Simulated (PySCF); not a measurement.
# Radial density of Ba⁺ (barium, charge +1)

LDA, [Xe] 6s1, 2S determinant. Calculation: PySCF 2.14, in Sapporo-DKH3-DZP-2012 (8s6p3d, 41 functions); the spin-free X2C one-electron Hamiltonian (Gaussian nucleus).

| r (bohr) | 4πr²ρ (e/bohr) | 4πr²(ρα − ρβ) |
| --- | --- | --- |
| 0.0203 | 72.61 | 0.0011 |
| 0.0342 | 63.55 | -0.0007 |
| 0.0575 | 83.82 | 0.0035 |
| 0.0968 | 89.52 | 0.0031 |
| 0.163 | 70.45 | 0.0039 |
| 0.274 | 72.51 | 0.0050 |
| 0.460 | 27.81 | 0.0187 |
| 0.775 | 27.81 | -0.0011 |
| 1.30 | 8.367 | 0.0650 |
| 2.19 | 3.710 | 0.0219 |
| 3.69 | 0.5236 | 0.3139 |
| 6.20 | 0.1005 | 0.0996 |
| 10.4 | 0.0003864 | 0.0004 |

Densities and radii are taken from the X2C orbitals without a picture-change correction, which distorts them close to the nucleus.

Spin-orbit coupling, which splits the p, d and f shells strongly at this Z, is absent.
